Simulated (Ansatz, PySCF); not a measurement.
Gas-phase reaction (SMILES): CCO[Si](C)(C)C + Cl (HCl) -> C[Si](C)(C)Cl [chloro(trimethyl)silane] + CCO; hydrogen chloride cleaves one Si-O bond, a model of a ligand-exchange step.

Each molecule is optimised on its own at B3LYP-D3(BJ)/def2-TZVP (Ansatz, a program for electronic structure), one conformer each, not searched for the lowest. Cores are frozen in the correlated levels unless marked. No spin-orbit coupling. Non-relativistic. CBS marks a two-point X^-3 extrapolation of the correlation energy; Hartree-Fock from the larger set. The bracket is a focal-point correction in the basis named. Thermal terms are rigid-rotor harmonic-oscillator values from B3LYP-D3(BJ) frequencies (Ansatz or PySCF) at 298.15 K and 1 atm. 1 Eh = 627.5095 kcal/mol.

| species | E, RI-MP2/CBS(aug-cc-pV(T+d)Z,aug-cc-pV(Q+d)Z)+[CCSD(T)-MP2]/aug-cc-pV(T+d)Z (Ansatz) (Eh) | E, r2SCAN-D4/def2-TZVPD (Ansatz + dftd4) (Eh) | H - E (Eh) |
|---|---|---|---|
| CCO[Si](C)(C)C | -563.02900 | -563.68809 | 0.19368 |
| Cl (HCl) | -460.37874 | -460.78611 | 0.01000 |
| C[Si](C)(C)Cl | -868.53103 | -869.46614 | 0.12176 |
| CCO | -154.88074 | -155.01311 | 0.08491 |

**Question.** Work out ΔE and ΔH at 298.15 K at the first level, then ΔH at the second.

**Answer.** 
1. ΔE = [(-868.53103) + (-154.88074)] - [(-563.02900) + (-460.37874)] = -0.00403 Eh = -2.5 kcal/mol at RI-MP2/CBS(aug-cc-pV(T+d)Z,aug-cc-pV(Q+d)Z)+[CCSD(T)-MP2]/aug-cc-pV(T+d)Z.
2. The terms H - E add up to 0.00299 Eh, so ΔH = (-0.00403 + (0.00299))×627.5095 = -0.7 kcal/mol.
3. At r2SCAN-D4/def2-TZVPD the same steps give ΔE = -3.2 and ΔH = -1.3 kcal/mol, a shift of -0.6 from the first level.
4. These values are not checked against measurement here, since the tables used lack a sound gas-phase enthalpy of formation for at least one species.
